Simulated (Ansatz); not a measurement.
A geometry relaxed with Ansatz (a quantum-chemistry and plane-wave program) with B3LYP-D3(BJ)/def2-TZVP, charge 0, multiplicity 2:

```xyz
3

B     -0.0004     0.5258     0.0000
Cl    -1.5366    -0.2640     0.0000
Cl     1.5370    -0.2618     0.0000
```

Problem. Write the SMILES of this molecule.

Solution. `Cl[B]Cl`
